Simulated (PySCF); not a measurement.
Computed structure and properties of [Nd(H2O)3]3+

System: [Nd(H2O)3]3+ (singlet in the valence; each metal's 4f electrons, 3 of them, lie in its core potential, out of spins and levels); start: displaced along the imaginary mode (D3). Method: PySCF 2.14.0, RKS PBE, Nd lcecp-1-SVP with ECP49, O def2-SVP, H def2-SVP; non-relativistic Hamiltonian with scalar-relativistic core potentials where named; density fitting; no spin-orbit coupling.

Input of the relaxation:

```python
mol = gto.M(atom='''
Nd    -0.00000     0.00000    -0.00000
O      2.34435     0.00001    -0.00000
H      2.96873    -0.24999     0.77833
H      2.96873     0.25001    -0.77833
O     -1.17218     2.03026     0.00000
H     -1.26787     2.69599     0.77833
H     -1.70088     2.44599    -0.77833
O     -1.17216    -2.03027     0.00000
H     -1.70086    -2.44601     0.77833
H     -1.26785    -2.69600    -0.77833''',
    basis={'Nd': 'lcecp-1-SVP', 'O': 'def2-SVP', 'H': 'def2-SVP'},
    ecp={'Nd': 'lcecp-1-SVP'},
    charge=3, spin=0)
mf = dft.RKS(mol, xc='PBE')
mf.grids.atom_grid = (50, 194)  # f atoms: unpruned, at least (60, 302)
mf = mf.density_fit()  # fitting sets: Nd AutoAux, O def2-universal-JKFIT, H def2-universal-JKFIT
mf.conv_tol = 1e-08; mf.max_cycle = 55
mf.kernel(dm0)  # dm0: converged density of the start geometry
# quasi-Newton relaxation in Cartesian coordinates to a largest gradient under 0.00045 Eh/bohr, steps kept in the point group
```

Run from Python with OMP_NUM_THREADS=2; the lines above give its settings. Where DIIS fails, smearing, a level shift and second-order steps follow.
It took 2 min on 2 threads of Arm Neoverse V1, on a shared host, from the converged density of the start.

Course of the relaxation:

| step | energy above end (eV) | largest force component within the symmetry (eV/Å) |
| --- | --- | --- |
| 0 | 0.2891 | 1.081 |
| 1 | 0.1498 | 0.076 |
| 2 | 0.1404 | 0.053 |
| 3 | 0.1306 | 0.248 |
| 4 | 0.1249 | 0.305 |
| 5 | 0.1058 | 0.272 |
| 6 | 0.0819 | 0.073 |
| 7 | 0.0816 | 0.597 |
| 19 | 0.0029 | 0.029 |
| 20 | 0.0024 | 0.148 |
| 21 | 0.0013 | 0.021 |
| 22 | 0.0008 | 0.022 |
| 23 | 0.0008 | 0.129 |
| 24 | 0.0000 | 0.003 |
(The steps between are left out.)

Relaxed geometry (D3):

```xyz
10

Nd    0.0000    0.0000    0.0000
O     2.3274    0.0000    0.0000
H     2.9508   -0.7718    0.1101
H     2.9507    0.7719   -0.1101
O    -1.1637    2.0155    0.0000
H    -0.8069    2.9413    0.1101
H    -2.1438    2.1695   -0.1101
O    -1.1637   -2.0156    0.0000
H    -2.1438   -2.1695    0.1101
H    -0.8069   -2.9413   -0.1101
```

```tsv
contact	Å
Nd1–O2 (H2O)	2.327
Nd1–O5 (H2O)	2.327
Nd1–O8 (H2O)	2.327
```

On the finer grid (75, 302):

| Item | Value |
| --- | --- |
| HOMO | -23.06 eV |
| LUMO | -17.64 eV |
| Dipole about the centre of mass | 0.00 D |
| Set of Mulliken populations of Nd1 outside the core potential | s 2.11, p 6.14, d 0.84, f 0.05 |
| D3(BJ) dispersion energy (not in the energies) | -0.135 eV |

```csv
atom,Mulliken (e),Löwdin (e),spin (e)
Nd1,1.86,1.58,0.00
O2,-0.27,0.05,0.00
H3,0.33,0.21,0.00
H4,0.33,0.21,0.00
O5,-0.27,0.05,0.00
H6,0.33,0.21,0.00
H7,0.33,0.21,0.00
O8,-0.27,0.05,0.00
H9,0.33,0.21,0.00
H10,0.33,0.21,0.00
```

The 4f levels lie in the core potential and are missing. Their spin isn't counted.

On the grid (50, 194), as all that follows. Harmonic modes: a minimum within the noise of the softest modes; lowest -16 cm⁻¹ (negative: unstable), highest 3477 cm⁻¹, zero-point energy 1.922 eV.

Taking off one H2O (charge 0, singlet; the rest: singlet) in vacuum, both parts rigid, costs 3.72 eV; the small basis without counterpoise inflates it. Parting with an electron moved from the ligand to the metal can be far cheaper, even downhill.

Rigid scan of H2O along the line from its metal:

distance to O2 (Å), energy (eV) and a bar:
```
     2.03      0.640 ##############################
     2.13      0.245 ###########
     2.23      0.053 ##
     2.33      0.000 
     2.43      0.039 ##
     2.53      0.137 ######
     2.73      0.425 ####################
```

One start shape was tried, so this needn't be the lowest isomer.

An lcecp potential fixes the number of 4f electrons, so in runs with it no electron can move into or out of that shell.
